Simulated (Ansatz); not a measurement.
An input meant for the cluster Be2Se⁻ (charge -1, doublet; atoms displaced at random, 0.08 Å in each coordinate).

```yaml
crystal:
  periodic: [false, false, false]
  atoms:
    - {symbol: Be, position_ang: [0.423242, -0.987616, 0.326124]}
    - {symbol: Be, position_ang: [-0.499027, 0.043574, -1.057886]}
    - {symbol: D, position_ang: [0.326665, 1.100454, 0.632812]}
basis:
  gaussian: {orbitals: def2-mTZVPP, fitting: {mean_field: cc-pVTZ-jkfit}}
total_charge: -1
magnetization: {spin_polarized: true, initial_magnetization: 1}
hamiltonian: {xc: {name: CAM-B3LYP}}
scf: {omitted_lower_state_checks: [starts]}
```

```sh
$ ansatz run in.yaml --threads 4 --pin off --events-out ev --progress --plain --max-ram 3916MiB
```

Output, abridged:

```
Error: YAML parse error: error: line 6 column 16: `D` is not an element symbol (H … Og, case-exact)
 --> <input>:6:16
4 |     - {symbol: Be, position_ang: [0.423242, -0.987616, 0.326124]}
5 |     - {symbol: Be, position_ang: [-0.499027, 0.043574, -1.057886]}
6 |     - {symbol: D, position_ang: [0.326665, 1.100454, 0.632812]}
7 | basis:
8 |   gaussian: {orbitals: def2-mTZVPP, fitting: {mean_field: cc-pVTZ-jkfit}}
```

In this input an element symbol is wrong. The program refused the input.
